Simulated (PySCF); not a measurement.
Compound: C7H10P2.
Numbering: `[CH3:1][CH2:2][c:3]1[cH:4][cH:5][p:6][c:7]([CH3:8])[p:9]1`

Geometry (PBE0-D3(BJ)/def2-SVP, Å), atoms numbered from 1 in this order:
```xyz
19
C7H10P2 angstrom
C     -2.4446   -1.0683    1.2807
C     -1.9452   -0.0658    0.2435
C     -0.4701    0.2269    0.3882
C     -0.0639    1.1543    1.3485
C      1.2441    1.5217    1.6484
P      2.7241    0.9533    0.9491
C      2.2082   -0.2143   -0.2371
C      3.3103   -0.9123   -1.0024
P      0.5887   -0.6837   -0.6611
H     -1.9116   -2.0269    1.1832
H     -2.2771   -0.6991    2.3043
H     -3.5214   -1.2612    1.1595
H     -2.5100    0.8776    0.3340
H     -2.1485   -0.4556   -0.7676
H     -0.8608    1.6517    1.9177
H      1.3744    2.2820    2.4268
H      4.1428   -0.2292   -1.2321
H      2.9414   -1.3366   -1.9489
H      3.7278   -1.7447   -0.4117
```

Definitions: NICS(0) = −σiso at the ring centroid; NICS(1) = −σiso and NICS(1)zz = −σzz at ±1 Å along the ring normal z. Level: GIAO HF/pcSseg-1 (PySCF, non-relativistic, gas phase) on the PBE0-D3(BJ)/def2-SVP geometry, one conformer.

Ring bond lengths (Å): C3–C4 1.395, C4–C5 1.391, C5–P6 1.733, P6–C7 1.742, C7–P9 1.739, P9–C3 1.747.

What do the NICS probes read (ppm)?

```
             ring                                                 type  NICS(0)  NICS(1), two faces  NICS(1)zz, two faces  rms pucker (Å)  centre to ring atoms, mean (Å)
C3–C4–C5–P6–C7–P9  6-membered ring with 2 P; formal bonds all aromatic     -7.9       -10.8 / -11.2         -25.4 / -26.5            0.01                            1.61
```

What do they say, and how far can they be read as aromaticity?

- C3–C4–C5–P6–C7–P9: mean NICS(1)zz -26.0 ppm, shielded.

How equal are the bonds by HOMA? HOMA = 1 − mean of α(R − Ropt)² over the ring bonds, with Krygowski's 1993 parameters (CC: Ropt 1.388 Å, α 257.7 Å⁻²; CP: Ropt 1.698 Å, α 118.91 Å⁻²).

- C3–C4–C5–P6–C7–P9: HOMA 0.85; the largest term is that of P9–C3, α(R − Ropt)² = 0.28.

What field does 7.05 T along the ring normal induce along that normal at the second NICS(1) probe listed for ring C3–C4–C5–P6–C7–P9, 1 Å off the ring?

NICSzz × B0 = -26.5 ppm × 7.05 T = -187 μT, against the applied field.

Give the inner angles of the rings.

- C3–C4–C5–P6–C7–P9: C3 125.7°, C4 126.7°, C5 129.0°, P6 104.0°, C7 128.5°, P9 106.1°; sum 720.0° against 720° for a flat convex ring.

What are the shieldings of the ring atoms and their hydrogens in the same run (means over atoms taken as equivalent)?

| atoms | environment | σ isotropic (ppm) | principal values of the symmetric part, first atom (ppm) |
| --- | --- | --- | --- |
| C3 | substituted aromatic carbon | -2.2 | -170.7, -23.7, 188.0 |
| C4 | aromatic CH carbon | 47.0 | -72.5, 38.3, 175.2 |
| C5 | aromatic CH carbon | 20.6 | -154.2, 34.9, 181.1 |
| P6 | phosphorus bonded to 2 C | 84.0 | -216.3, -28.0, 496.3 |
| C7 | substituted aromatic carbon | -41.4 | -298.1, -27.9, 201.6 |
| P9 | phosphorus bonded to 2 C | 70.3 | -185.6, -44.4, 441.0 |
| H15 | aromatic hydrogen | 23.48 | 18.2, 23.2, 29.1 |
| H16 | aromatic hydrogen | 22.55 | 19.8, 20.9, 27.0 |

How do the values depend on the level or the medium?

```tsv
level	NICS(0), C3–C4–C5–P6–C7–P9	mean NICS(1)zz, C3–C4–C5–P6–C7–P9
HF/pcSseg-1, gas	-7.9	-26.0
PBE0/pcSseg-1, gas	-6.9	-24.0
PBE0/pcSseg-1, IEF-PCM chloroform	-6.8	-23.9
PBE0/pcSseg-1, IEF-PCM methanol	-6.7	-23.9
```

The geometry is the same throughout; the continuum's cavity takes Bondi-type radii × 1.2.
